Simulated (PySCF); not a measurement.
Zr(F)3(Me) (CH₃F₃Zr), SMILES [Zr]([CH3])([F])([F])[F], multiplicity 1.

The structure is a stationary point at r2SCAN-D4/def2-SVP. The multiplicity is an assumed one; no other spin state was optimised. The structure was generated by enumeration; whether it is a known compound was not checked. The def2 effective core potentials stand for the cores of Zr; spin–orbit coupling is left out.

These are PBE/def2-TZVP (PySCF) values and carry that method's errors.

| Property | Value |
|---|---|
| total energy | -386.58709 hartree |
| point group | C3v |
| highest occupied level | -7.07 eV |
| lowest empty level | -2.23 eV |
| orbital gap | 4.84 eV |
| dipole moment | 1.03 D |
| quadrupole, principal values (traceless, Buckingham form, about the centre of nuclear charge) | -2.25, -2.25, 4.50 D·Å |
| mean static polarisability | 51.6 bohr³ (7.65 Å³) |
| polarisability, principal values | 46.5, 46.5, 61.9 bohr³ |
